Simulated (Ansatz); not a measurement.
Geometry optimisation, Ansatz, RKS PBE0-D4/6-31G*.

The input (input.yaml):

```yaml
crystal:
  periodic: [false, false, false]
  atoms:
    - { symbol: Al, position_ang: [0.0, 0.0, 0.0] }
    - { symbol: O, position_ang: [1.2704, 0.0, 1.5187] }
    - { symbol: Si, position_ang: [-0.0443, -0.4067, 2.4823] }
    - { symbol: H, position_ang: [-0.9686, -1.2403, 1.7191] }
    - { symbol: H, position_ang: [0.4198, -1.1432, 3.6544] }
    - { symbol: H, position_ang: [-0.7283, 0.8095, 2.912] }
    - { symbol: H, position_ang: [1.7458, 0.0, 0.2228] }
    - { symbol: O, position_ang: [-1.5415, 0.0, -0.89] }
    - { symbol: Si, position_ang: [-2.6907, -1.2238, -0.8267] }
    - { symbol: H, position_ang: [-2.2881, -2.2198, 0.162] }
    - { symbol: H, position_ang: [-3.9833, -0.6595, -0.4496] }
    - { symbol: H, position_ang: [-2.8007, -1.8572, -2.1376] }
basis:
  gaussian: { orbitals: "6-31G*" }
hamiltonian:
  xc: pbe0
  dispersion: d4
relax:
  f_tol: 0.15
  max_steps: 25
  restrain:
    - { distance: [1, 6], at: 1.01, k: 30.0 }
    - { distance: [0, 1], at: 2.98, k: 30.0 }
    - { distance: [0, 6], at: 2.76, k: 30.0 }
```

Run as:

```bash
$ ansatz run input.yaml --threads 2 --pin off --max-ram 3072MiB --backend cpu --events-out ev --progress --plain --runs-dir out
```

Problem. Where does it end, and by what steps?

Solution. The forces met the threshold. The restraints hold the end off the free minimum. After 18 steps the energy has fallen by 2.764 eV (the restraints' own energy left out); Al1 moved furthest, 1.42 Å. Parted: Al1–O2, Al1–Si3, Al1–H7. Joined: O2–H7.

| step | energy less start (eV) | largest force component (eV/Å) | accepted |
| --- | --- | --- | --- |
| 0 | 0.0000 | 2.155 | yes |
| 1 | 0.4808 | 4.362 | yes |
| 2 | 0.9048 | 9.778 | yes |
| 3 | -0.2795 | 7.503 | yes |
| 4 | -1.5151 | 2.047 | yes |
| 5 | -2.1602 | 1.190 | yes |
| 6 | -2.4001 | 0.994 | yes |
| 7 | -2.5271 | 0.511 | yes |
| 8 | -2.5403 | 1.599 | yes |
| 9 | -2.6226 | 1.011 | yes |
| 10 | -2.6954 | 0.617 | yes |
| 11 | -2.7086 | 0.698 | yes |
| 12 | -2.7411 | 0.593 | yes |
| 13 | -2.7479 | 0.624 | yes |
| 14 | -2.7478 | 0.752 | yes |
| 15 | -2.7519 | 0.686 | yes |
| 16 | -2.7585 | 0.626 | yes |
| 17 | -2.7603 | 0.651 | yes |
| 18 | -2.7641 | 0.630 | yes |

```xyz
12
Properties=species:S:1:pos:R:3
Al 0.313 -0.014 -1.386
O 0.712 0.569 1.499
Si 0.099 -0.601 2.530
H -0.068 -1.915 1.837
H 0.991 -0.810 3.709
H -1.226 -0.090 2.968
H 1.561 0.352 1.054
O -1.287 -0.575 -1.117
Si -2.812 -1.088 -0.770
H -2.835 -1.812 0.536
H -3.752 0.066 -0.669
H -3.304 -2.023 -1.823
```

Time of the run: 68 s on 2 threads of Arm Neoverse V1, with other jobs on the host, peak memory 0.23 GiB.
